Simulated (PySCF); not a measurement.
Zn(Cl)(OH) (ClHOZn), SMILES [OH][Zn][Cl]. Geometry optimised at B3LYP-D3(BJ)/def2-TZVP. Other conformers were not sampled.

**Question.** Give the equilibrium geometry at B3LYP-D3(BJ)/def2-TZVP (PySCF confirms it by a frequency run) as a Z-matrix, and its point group. (An estimate is asked for; the answer gives what the named calculation found.)

**Answer.** Several could match; the one computed here: point group Cs.
```
Zn
O 1 1.7772
H 2 0.9621 1 115.21
Cl 1 2.0982 3 162.48 2 180.00
```
Charge 0, spin multiplicity 1.
